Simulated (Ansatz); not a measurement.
C7H5FO, SMILES `O=C(F)c1ccccc1`. The species carries charge 0 and has multiplicity 1.

```xyz
14

O    -1.7040   -0.3777    2.6667
C    -1.5422    0.3112    1.7180
F    -2.3000    1.4146    1.5506
C    -0.5734    0.1276    0.6260
C     0.2664   -0.9824    0.6832
C     1.1926   -1.1962   -0.3203
C     1.2827   -0.3039   -1.3811
C     0.4470    0.8022   -1.4391
C    -0.4830    1.0216   -0.4372
H     0.1764   -1.6631    1.5209
H     1.8467   -2.0588   -0.2783
H     2.0095   -0.4724   -2.1676
H     0.5206    1.4960   -2.2680
H    -1.1391    1.8812   -0.4739
```

Problem. List the harmonic frequencies (cm⁻¹, unscaled) at PBE0-D4/def2-TZVP in Ansatz. (Best estimate.)

Solution. Computed: 67, 158, 211, 381, 413, 440, 499, 627, 659, 704, 721, 792, 826, 869, 967, 989, 1008, 1023, 1054, 1075, 1116, 1184, 1200, 1290, 1344, 1381, 1493, 1535, 1652, 1671, 1899, 3194, 3207, 3215, 3225, 3233.

Problem. Is this a minimum?

Solution. Yes, all 36 modes are real.

Problem. Give the ideal-gas thermochemistry at 298.15 K and 1 bar (rigid rotor, harmonic oscillator; point group Cs, symmetry number 1).

Solution. Zero-point energy 271.1 kJ/mol; H(298) − E = 291.8 kJ/mol; entropy 351.6 J/(mol·K), of which translation 169.0, rotation 120.0, vibration 62.6; G(298) − E = 187.0 kJ/mol. Modes under 100 cm⁻¹ are hindered rotations or soft bends, so the harmonic entropy is rough.

Problem. And at 400, 500, 600, 800 and 1000 K?

Solution. 
```csv
T (K),H − E (kJ/mol),S (J/mol/K),G − E (kJ/mol)
400,305.5,391.0,149.1
500,322.2,428.0,108.2
600,341.4,463.0,63.6
800,385.6,526.3,-35.5
1000,435.2,581.6,-146.4
```

Problem. Rotational constants (cm⁻¹)?

Solution. 0.1292, 0.04088, 0.03105.
